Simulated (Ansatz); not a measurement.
Z-matrix (Å, degrees):
```
C
O 1 1.3997
H 2 0.9748 1 106.47
O 1 1.3997 2 114.33 3 -75.18
H 4 0.9748 1 106.47 2 -75.20
O 1 1.3998 2 107.10 3 43.29
H 6 0.9748 1 106.47 2 -166.50
O 1 1.3998 2 107.11 3 166.35
H 8 0.9748 1 106.47 2 -43.37
```
Charge 0, multiplicity 1.

Method: frozen-core CCSD(T)/cc-pVTZ // PBE-D3(BJ)/def2-TZVP run with Ansatz (a first-principles code).

```json
{
 "HF energy": "-339.80049 Ha",
 "MP2 correlation energy": "-1.12930 Ha"
}
```

Task: Estimate the CCSD correlation energy, the (T) correction, the total energy and the T1 diagnostic.

Result: 
| Quantity | Result |
|---|---|
| CCSD correlation energy | -1.13803 Ha |
| (T) correction | -0.04274 Ha |
| CCSD(T) total energy | -340.98125 Ha |
| T1 diagnostic | 0.011 |
